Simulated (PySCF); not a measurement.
# Charge-transfer reorganisation: SMILES C1(=C)C=CC=CC=C1, C8H8

Molfile (atoms numbered from 1):
```
C8H8
     RDKit          3D

 16 16  0  0  0  0  0  0  0  0999 V2000
   -2.4896   -0.2872    0.1217 C   0  0  0  0  0  0  0  0  0  0  0  0
   -1.1390   -0.1572    0.0817 C   0  0  0  0  0  0  0  0  0  0  0  0
   -0.3155   -1.3552   -0.0874 C   0  0  0  0  0  0  0  0  0  0  0  0
    1.0288   -1.5106   -0.1595 C   0  0  0  0  0  0  0  0  0  0  0  0
    2.0834   -0.5237   -0.0907 C   0  0  0  0  0  0  0  0  0  0  0  0
    1.9593    0.8171    0.0667 C   0  0  0  0  0  0  0  0  0  0  0  0
    0.7420    1.5856    0.2034 C   0  0  0  0  0  0  0  0  0  0  0  0
   -0.5499    1.1766    0.2088 C   0  0  0  0  0  0  0  0  0  0  0  0
   -3.1418    0.5834    0.2466 H   0  0  0  0  0  0  0  0  0  0  0  0
   -2.9702   -1.2668    0.0304 H   0  0  0  0  0  0  0  0  0  0  0  0
   -0.9025   -2.2783   -0.1681 H   0  0  0  0  0  0  0  0  0  0  0  0
    1.3777   -2.5416   -0.2905 H   0  0  0  0  0  0  0  0  0  0  0  0
    3.1011   -0.9207   -0.1770 H   0  0  0  0  0  0  0  0  0  0  0  0
    2.8862    1.4008    0.0954 H   0  0  0  0  0  0  0  0  0  0  0  0
    0.8955    2.6648    0.3197 H   0  0  0  0  0  0  0  0  0  0  0  0
   -1.2963    1.9714    0.3290 H   0  0  0  0  0  0  0  0  0  0  0  0
  1  2  2  0
  2  3  1  0
  3  4  2  0
  4  5  1  0
  5  6  2  0
  6  7  1  0
  7  8  2  0
  8  2  1  0
  1  9  1  0
  1 10  1  0
  3 11  1  0
  4 12  1  0
  5 13  1  0
  6 14  1  0
  7 15  1  0
  8 16  1  0
M  END
```

Theory: UKS PBE0/def2-SV(P) four-point reorganisation energy, gas phase (PySCF 2.14.0). Geometry: PBE0/def2-SV(P).

(1) What is the inner reorganisation energy for hole transfer, with the ionisation energy?

(2) What is the inner reorganisation energy for electron transfer, with the electron affinity?

## Answers

(1) λ = 0.172 (surface of the oxidised species) + 0.185 (surface of the starting species) = 0.357 eV. The ionisation energy is 7.24 eV vertical and 7.07 eV adiabatic without zero-point energy; at the relaxed geometry of the oxidised species the two energies differ by 6.88 eV. Largest bond changes: C1–C2 1.357 → 1.405 Å, C4–C5 1.446 → 1.409 Å, C6–C7 1.446 → 1.410 Å, C8–C2 1.464 → 1.431 Å, C2–C3 1.464 → 1.431 Å. ⟨S²⟩ of the relaxed oxidised species 0.777.

(2) λ = 0.202 (surface of the reduced species) + 0.202 (surface of the starting species) = 0.404 eV. The electron affinity is 0.04 eV vertical and 0.25 eV adiabatic without zero-point energy; at the relaxed geometry of the reduced species the two energies differ by 0.45 eV. Largest bond changes: C5–C6 1.356 → 1.412 Å, C4–C5 1.446 → 1.404 Å, C6–C7 1.446 → 1.404 Å, C3–C4 1.355 → 1.395 Å, C7–C8 1.355 → 1.394 Å. ⟨S²⟩ of the relaxed reduced species 0.769.

The highest occupied orbital of the reduced species is unbound in this basis, so its energies are rough.
